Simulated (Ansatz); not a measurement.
Geometry optimisation, Ansatz 0.2.0, RKS PBE/def2-SVP.

The input (input.yaml):

```yaml
crystal:
  periodic: [false, false, false]
  atoms:
    - { symbol: Hf, position_ang: [0.0, 0.0, 0.0] }
    - { symbol: "N", position_ang: [0.0, 0.0, 2.21] }
    - { symbol: H, position_ang: [-0.877, -0.2713, 2.74] }
    - { symbol: H, position_ang: [0.877, 0.2713, 2.74] }
    - { symbol: O, position_ang: [1.952, 0.0, -0.6893] }
    - { symbol: Si, position_ang: [2.8584, -1.3762, -1.0165] }
    - { symbol: H, position_ang: [2.0275, -2.3521, -1.7156] }
    - { symbol: H, position_ang: [3.9996, -1.0202, -1.8547] }
    - { symbol: H, position_ang: [3.3369, -1.9538, 0.2361] }
    - { symbol: F, position_ang: [-0.9326, 1.6157, -0.6593] }
    - { symbol: F, position_ang: [-0.9326, -1.6157, -0.6593] }
basis:
  gaussian: { orbitals: def2-SVP }
hamiltonian:
  xc: pbe
relax:
  f_tol: 0.02
  max_steps: 40
output:
  orbitals: {}
```

Launched with:

```bash
$ ansatz run input.yaml --threads 4 --pin off --max-ram 5120MiB --backend cpu --events-out ev --progress --plain --runs-dir out
```

Problem. Where does it end, and by what steps?

Solution. The forces met the threshold. The force dipped under the threshold on the way, but the program's further checks kept it going. After 13 steps the energy has fallen by 0.803 eV; O5 moved furthest, 0.96 Å.

```json
{"step": "0", "energy less start (eV)": "0.0000", "largest force component (eV/Å)": "2.306", "accepted": "yes"}
{"step": "1", "energy less start (eV)": "-0.4687", "largest force component (eV/Å)": "2.849", "accepted": "yes"}
{"step": "2", "energy less start (eV)": "-0.6762", "largest force component (eV/Å)": "0.366", "accepted": "yes"}
{"step": "3", "energy less start (eV)": "-0.7202", "largest force component (eV/Å)": "0.271", "accepted": "yes"}
{"step": "4", "energy less start (eV)": "-0.7462", "largest force component (eV/Å)": "0.330", "accepted": "yes"}
{"step": "5", "energy less start (eV)": "-0.7811", "largest force component (eV/Å)": "0.050", "accepted": "yes"}
{"step": "6", "energy less start (eV)": "-0.7951", "largest force component (eV/Å)": "0.152", "accepted": "yes"}
{"step": "7", "energy less start (eV)": "-0.7895", "largest force component (eV/Å)": "0.284", "accepted": "no"}
{"step": "8", "energy less start (eV)": "-0.7988", "largest force component (eV/Å)": "0.071", "accepted": "yes"}
{"step": "9", "energy less start (eV)": "-0.8014", "largest force component (eV/Å)": "0.130", "accepted": "yes"}
{"step": "10", "energy less start (eV)": "-0.8021", "largest force component (eV/Å)": "0.078", "accepted": "yes"}
{"step": "11", "energy less start (eV)": "-0.8029", "largest force component (eV/Å)": "0.016", "accepted": "yes"}
{"step": "12", "energy less start (eV)": "-0.8031", "largest force component (eV/Å)": "0.010", "accepted": "yes"}
{"step": "13", "energy less start (eV)": "-0.8032", "largest force component (eV/Å)": "0.018", "accepted": "yes"}
```

```xyz
11
Properties=species:S:1:pos:R:3
Hf -0.158 -0.129 0.101
N -0.104 0.064 2.126
H -0.907 0.291 2.726
H 0.727 -0.015 2.723
O 1.571 -0.851 -0.451
Si 3.006 -1.466 -1.073
H 2.711 -2.621 -1.990
H 3.731 -0.394 -1.838
H 3.873 -1.942 0.060
F -0.475 1.604 -0.693
F -1.666 -1.245 -0.359
```

Whether the end is a true minimum wasn't checked by a vibrational analysis.

Time of the run: 23 s on 4 threads of Intel(R) Xeon(R) CPU @ 2.80GHz (Skylake/Cascade Lake), on a shared host, peak memory 0.22 GiB.
